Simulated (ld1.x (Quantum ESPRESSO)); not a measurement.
## Reading a pseudo-wave (Fe)

Columns: radius, all-electron u(r) and pseudo u(r) of the 3s shell (level -94.02 eV) of iron in the configuration [Ne] 3s2 3p6 3d6 4s2 4p0; PW91, scalar-relativistic, PAW scheme, ld1.x (Quantum ESPRESSO) 7.5.

```csv
r (bohr),all-electron,pseudo
0.085,-0.0974,0.3363
0.170,-0.6515,0.6510
0.255,-0.4430,0.9247
0.340,0.0821,1.1425
0.425,0.5917,1.2949
0.510,0.9582,1.3790
0.595,1.1646,1.3982
0.680,1.2388,1.3613
0.765,1.2198,1.2807
0.850,1.1431,1.1710
0.935,1.0355,1.0461
1.020,0.9156,0.9182
1.105,0.7953,0.7954
1.190,0.6814,0.6814
1.275,0.5777,0.5777
1.360,0.4858,0.4858
1.445,0.4058,0.4058
1.530,0.3371,0.3371
1.615,0.2788,0.2788
1.700,0.2297,0.2297
1.785,0.1887,0.1887
1.870,0.1546,0.1546
1.955,0.1264,0.1264
2.040,0.1032,0.1032
2.125,0.0840,0.0840
2.210,0.0684,0.0684
```

(1) How many radial nodes do the two functions have?

(2) At about which radius was the pseudo-wave matched?

(3) Is the pseudo-wave norm-conserving?

Results:

(1) The all-electron 3s function has n − l − 1 = 2 (the table is too coarse to show those close to the nucleus); the pseudo-wave has 0, since the states of the same l below it are removed with the core.

(2) 1.15 bohr, where the columns begin to agree (steps of 0.09 bohr).

(3) No, it belongs to a PAW set: the norm inside the radius is not constrained, and the difference is carried by the augmentation charge.
